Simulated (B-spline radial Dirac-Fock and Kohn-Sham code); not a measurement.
# Satellites and hypersatellites of the K lines of Ga³⁺

System: Ga³⁺, [Ar] 3d10, inside a Watson sphere of charge -3 and radius 2.7 Å (a model of the Madelung potential; inside it an electron's potential energy is raised by 16.0 eV).

Input of the calculation (task.json; shells as n, l, electrons):

```json
{"items": [{
  "Z": 31,
  "q": 3,
  "cfg": [[1, 0, 2], [2, 0, 2], [2, 1, 6], [3, 0, 2], [3, 1, 6], [3, 2, 10]],
  "A": 69,
  "rrms": 3.9973,
  "watson": [-3, 2.7],
  "do": ["binding", "quiet", "double"]
}]}
```

Command: `python xray_run.py task.json out`

Method: Dirac-Fock (average of configuration) total-energy differences with a finite nucleus, the Breit interaction including its frequency dependence, and self-energy and vacuum-polarisation corrections. Computed with a B-spline atomic structure program. Each two-hole energy is an average over J within one jj subconfiguration, not an observable level; in light atoms, where LS coupling holds, the j-resolved values are not observed lines, and for a K spectator the Kα1 hypersatellite is nearly forbidden. Correlation energy is missing from these numbers.

Lines without a spectator: Kα2 (K-L2) 9224.4 eV, Kα1 (K-L3) 9251.6 eV, Kβ3 (K-M2) 10259.1 eV, Kβ1 (K-M3) 10262.8 eV. Shifts in eV with one spectator hole (a dash: not computed, or left out as unreliable):

```csv
spectator hole,Kα2,Kα1,Kβ3,Kβ1
L2 (2p1/2),+32.2,+39.4,–,+86.0
L3 (2p3/2),+35.7,+34.5,+82.0,–
M2 (3p1/2),–,+3.15,+6.28,+8.24
M3 (3p3/2),+2.79,–,+7.62,+7.13
M4 (3d3/2),-0.02,-1.02,–,–
M5 (3d5/2),-1.12,-0.46,–,–
```

Question: Where does the K-L3 hypersatellite lie, emitted when both K electrons are missing?

Answer: +334.5 eV from the normal line, at 9586.0 eV. Removing both K electrons costs 21241.9 eV, which is 447.6 eV more than twice the K binding energy.

With n spectator holes in 2p, averaged over the 2p shell (energies in eV):

```
n    KαLⁿ   step  hypersatellite KαʰLⁿ
0  9242.5      –                9575.7
1  9278.5  +36.0                9612.9
2  9315.5  +37.0                9651.1
3  9353.6  +38.1                9690.4
4  9392.7  +39.1                9730.7
5  9433.0  +40.2                9772.2
```
